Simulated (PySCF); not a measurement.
# Calculated NMR parameters of 1,2-dimethoxybenzene

```
Formula                               : C8H10O2
SMILES                                : COc1ccccc1OC
Point group of the computed structure : C2v
Degrees of unsaturation               : 4
Carbon signals                        : 4
Proton signals                        : 3
```

Mapped SMILES: `[CH3:1][O:2][c:3]1[cH:4][cH:5][cH:6][cH:7][c:8]1[O:9][CH3:10]`. Each H is labelled by its parent atom.

One computed conformer, relativity neglected, one averaged value for each set of equivalent atoms, in vacuum. Shielding tensors at PBE0/pcSseg-1 (GIAO); coordinates at the PBE0-D3(BJ)/def2-SVP level; PySCF 2.14.

δ = σ(ref) − σ, references computed at the same level: ¹H and ¹³C against TMS; H2O for ¹⁷O.

| carbon | δC, type | δH (multiplicity) | HMBC from (2–3 bonds) | span of the C tensor (ppm) |
| --- | --- | --- | --- | --- |
| C1/C10 | 53.5, CH3 | 3.65 (s) | – | 74 |
| C3/C8 | 154.0, C | – | H(C5)/H(C6), H(C4)/H(C7), H(C1)/H(C10) | 150 |
| C4/C7 | 112.2, CH | 6.55 (d) | H(C5)/H(C6) | 195 |
| C5/C6 | 124.6, CH | 6.92 (m) | H(C5)/H(C6), H(C4)/H(C7) | 221 |

Other nuclei:
| atoms | nucleus | environment | δ (ppm) | σ (ppm) |
| --- | --- | --- | --- | --- |
| O2/O9 | ¹⁷O | ether oxygen | 90.9 | 243.7 |

Carbon types of the structure: 2 × C, 4 × CH, 2 × CH3, which accounts for all hydrogens. δC 154.0: aromatic carbon bearing oxygen; the electronegative substituent deshields the carbon that carries it. δC 124.6, 112.2: aromatic CH. δC 53.5: methyl carbon bonded to O; deshielded by the electronegative neighbour. δH 6.92, 6.55: hydrogen on an aromatic CH; π donation from the O or N substituent shields it against benzene. δH 3.65: hydrogen on a methyl carbon bonded to O; its carbon carries O, which withdraws density.

Shifts are as computed. Against solution values, carbons near 30 ppm lie about +2 ppm off and those near 130 ppm about +5 ppm. Of 1211 compounds with measured shifts, 218 miss one by over three times the rms of a fit or turn the order of signals round; such compounds aren't used in these exercises. Experimental scales use liquid or dissolved standards, which lie at an offset from isolated H2O (liquid H2O: subtract about 36 ppm). No couplings were computed; multiplicities are counted from neighbouring protons, with m where these are inequivalent, close in shift, in a saturated or five-membered ring or joined by F or P, and br s for small geminal =CH2 splittings.
